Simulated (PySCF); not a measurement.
PySCF job for CH4OSZn, SMILES C[O][Zn][SH], C-PCM-ωB97X/def2-SVP. The structure is a stationary point at r2SCAN-D4/def2-SVP. The values are those of a single conformer.

```python
import numpy as np
from pyscf import gto, scf, dft
from pyscf.solvent import pcm

mol = gto.M(
    atom='''
    Zn    0.06590639    0.05565498    0.08388786
    O     1.27111603   -0.76305456   -0.91454393
    C     1.03991213   -1.44695103   -2.11164655
    H     0.61603614   -0.80570101   -2.91299267
    H     1.99987912   -1.84096084   -2.49549062
    H     0.36084081   -2.31845953   -1.99906597
    S    -1.24273209    1.12831953    1.41904840
    H    -1.47863531    0.02850236    2.17236996
    ''',
    basis='def2-SVP',
    charge=0,
    spin=0,
    max_memory=1600,
    verbose=3,
)
mf = dft.RKS(mol, xc='wb97x').density_fit(auxbasis='def2-universal-jkfit')
mf.grids.level = 3
mf.conv_tol = 1e-9
mf.max_cycle = 100
mf.kernel()
res = {}
for name, eps in {'water': 78.355, 'toluene': 2.3741, 'ethanol': 24.852}.items():
    s = mf.PCM()
    s.with_solvent.method, s.with_solvent.eps, s.with_solvent.lebedev_order = 'C-PCM', eps, 29
    s.kernel(mf.make_rdm1())
    res[name] = (s.e_tot, eps, s.dip_moment(), s.mo_energy, s.converged)
    print(f'{name}: electrostatic solvation free energy {(s.e_tot - mf.e_tot) * 627.509474:.3f} kcal/mol')
```

Output:

```
converged SCF energy = -2292.89468319984

WARN: PCM is an experimental feature. It is still in testing.
Features and APIs may be changed in the future.

converged SCF energy = -2292.92236515822
Dipole moment(X, Y, Z, Debye): -0.67173, -1.73112, -0.67268
water: electrostatic solvation free energy -17.371 kcal/mol

WARN: PCM is an experimental feature. It is still in testing.
Features and APIs may be changed in the future.

converged SCF energy = -2292.9095508832
Dipole moment(X, Y, Z, Debye): -0.67731, -1.48723, -0.55072
toluene: electrostatic solvation free energy -9.330 kcal/mol

WARN: PCM is an experimental feature. It is still in testing.
Features and APIs may be changed in the future.

converged SCF energy = -2292.92142706163
Dipole moment(X, Y, Z, Debye): -0.67232, -1.71273, -0.66341
ethanol: electrostatic solvation free energy -16.782 kcal/mol
```

The run converged.

Cost: roughly 110 core-seconds.
